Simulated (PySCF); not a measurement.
PbCl3, SMILES [Cl][Pb-]([Cl])[Cl], charge -1.

Geometry: PBE-D3(BJ)/def2-SVPD. The isomer is the one that the SMILES or the coordinates give; other isomers of the formula were not compared. The def2 effective core potentials stand for the cores of Pb; spin–orbit coupling is left out.

Level of theory: PySCF 2.14.0 with PBE-D3(BJ)/def2-SVPD.

Frequencies are harmonic and unscaled.

Modes within 1.5 cm⁻¹ of each other (mostly degenerate sets) share a row, with their intensities summed.

Computed normal modes with their intensities:
```
mode  ν (cm⁻¹)  IR (km/mol)  moving atoms (share of kinetic energy)
----  --------  -----------  --------------------------------------
1–2         69          2.5                                 Cl 93 %
3           75          6.3                        Cl 78 %, Pb 22 %
4–5        232        186.5                        Cl 82 %, Pb 18 %
6          255         24.4                        Cl 88 %, Pb 12 %
```
